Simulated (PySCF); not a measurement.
A structure optimised at B3LYP-D3(BJ)/def2-SVP, used in a PySCF frequency run:

```
C
F 1 1.3236
C 1 1.3403 2 121.63
F 3 1.3236 1 121.63 2 180.00
Cl 1 1.7170 2 115.24 3 180.00
Cl 3 1.7170 4 115.24 1 180.00
```

Problem. Write its SMILES, formula and point group.

Solution. F/C(Cl)=C(/F)Cl, C₂Cl₂F₂, C2h

Problem. What are its rotational constants (standard atomic weights)?

Solution. 4.2586, 1.4816, 1.0992 GHz
